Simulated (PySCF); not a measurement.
SMILES [In]([O]C)([OH])[CH]=C, PBE0/def2-SVP optimised geometry. Atoms within 1.6 Å of the plane z = 0.8 Å (x, y, z in Å): In1 (-0.76, 0.66, 0.00), C2 (-2.03, -1.04, 0.00), C3 (-1.57, -2.30, -0.01), H4 (-3.12, -0.87, 0.02), H5 (-2.25, -3.16, -0.01), H6 (-0.50, -2.53, -0.03), O7 (-1.38, 2.56, 0.00), H8 (-0.62, 3.16, 0.00), O9 (1.24, 0.66, 0.00), C10 (2.05, -0.47, -0.01), H12 (3.12, -0.16, -0.01), H13 (1.92, -1.13, 0.87).

Calculation: PySCF with PBE0/def2-TZVP, def2 effective core potentials past Kr. The core electrons that the potentials of In replace are not part of the density.

Map of the deformation density (molecule minus spherical neutral atoms) (e/bohr³) on the plane z = 0.8 Å:

```
|.............................|
|.............................|
|.............................|
|.............................|
|...........    ..............|
|...........    ..............|
|............    .............|
|..........:..   .............|
|..........::.. ..............|
|...........:..  .............|
|.............   .............|
|........       ..............|
|.......     .  .::..   ......|
|......   .. .  .:..     .....|
|.....    ...   ..        ....|
|....     ....     ....   ....|
|....   .  ...     -#-.  .....|
|....      ..      -@:   .....|
|.....    ...       .   ......|
|.....    ..           .......|
|......          .............|
|......          .............|
|......         ..............|
|.......       ...............|
|.......    ..................|
|.............................|
|.............................|
|.............................|
|.............................|
```
Scale: ten equal steps from -0.013 (start of ' ') to 0.098 (end of '@'), in the order ' .:-=+*#%@'; x runs from -5.50 to 5.50, y from -5.50 (bottom) to 5.50 (top).
